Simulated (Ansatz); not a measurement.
Calculated with Ansatz (gas phase, PBE0-D4/def2-TZVP geometries, no zero-point term in ΔE). CCSD(T)/CBS is the MP2 limit (def2-TZVPP, def2-QZVPP) plus CCSD(T) − MP2 in def2-TZVPP, frozen cores. Functionals use def2-TZVPP. For Br outer-core shells are correlated without core-valence functions, which leaves a few kJ/mol of doubt a bond. Scalar relativity is left out up to krypton. Each species was taken in one conformer, which may not be the lowest.

`CN[Si](F)(F)NC` + `CO[SiH](O)Br` → `CN[Si](F)(F)OC` + `CN[SiH](O)Br`  (redistribution)

`CN[Si](F)(F)NC`:

```xyz
15

C    -1.845   -0.959   -1.285
N    -0.523   -0.762   -0.724
Si   -0.140   -0.463    0.888
F    -1.413    0.284    1.489
F     0.025   -1.739    1.828
N     1.328    0.349    1.011
C     1.690    1.563    0.308
H    -2.593   -0.558   -0.601
H    -2.078   -2.016   -1.454
H    -1.951   -0.429   -2.236
H     0.228   -1.056   -1.328
H     1.926    0.124    1.789
H     1.607    2.456    0.937
H     1.026    1.698   -0.547
H     2.713    1.509   -0.076
```

`CO[SiH](O)Br`:

```xyz
10

C    -0.409    1.216    1.038
O    -0.697    0.123    0.193
Si    0.370   -0.926   -0.434
O    -0.386   -1.896   -1.490
Br    1.985    0.244   -1.431
H     0.017    0.880    1.989
H     0.291    1.908    0.561
H    -1.344    1.739    1.239
H     1.002   -1.790    0.576
H    -0.829   -1.498   -2.241
```

`CN[Si](F)(F)OC`:

Cartesian coordinates in Å:
```
C -1.762 1.323 -1.415
N -0.477 0.917 -0.883
Si -0.212 -0.232 0.306
F -0.494 0.248 1.798
F -1.246 -1.420 0.114
O 1.327 -0.704 0.216
C 2.071 -1.341 1.234
H -2.523 0.593 -1.134
H -1.741 1.364 -2.507
H -2.083 2.300 -1.038
H 0.301 1.483 -1.176
H 3.131 -1.213 1.009
H 1.862 -0.907 2.215
H 1.845 -2.411 1.262
```

`CN[SiH](O)Br`:

```xyz
11

C    -0.583    0.459    1.345
N    -0.517   -0.535    0.290
Si    0.600   -0.501   -0.987
O     0.467    0.881   -1.855
Br    2.728   -0.463   -0.336
H     0.050    0.209    2.204
H    -0.247    1.423    0.959
H    -1.610    0.586    1.697
H    -0.853   -1.444    0.568
H     0.392   -1.735   -1.773
H    -0.427    1.120   -2.112
```

Is it downhill or uphill in electronic energy at CCSD(T)/CBS, and by how much? (An estimate is asked.)

Ansatz gave: Uphill: ΔE = +0.08 eV.

What do these levels give: r2SCAN-D4, PBE0-D4, r2SCAN, PBE0, HF/def2-TZVPP, MP2/def2-TZVPP, SCS-MP2/def2-TZVPP, CCSD(T)/def2-TZVPP, HF/def2-QZVPP, SCS-MP2/def2-QZVPP, HF/CBS(def2), CCSD/CBS(def2)? (Estimate.)

The calculation gave: r2SCAN-D4 0.09, PBE0-D4 0.09, r2SCAN 0.09, PBE0 0.09, HF/def2-TZVPP 0.06, MP2/def2-TZVPP 0.08, SCS-MP2/def2-TZVPP 0.08, CCSD(T)/def2-TZVPP 0.08, HF/def2-QZVPP 0.05, SCS-MP2/def2-QZVPP 0.08, HF/CBS(def2) 0.05, CCSD/CBS(def2) 0.08 eV.

Largest T1 diagnostic among the species: 0.011.
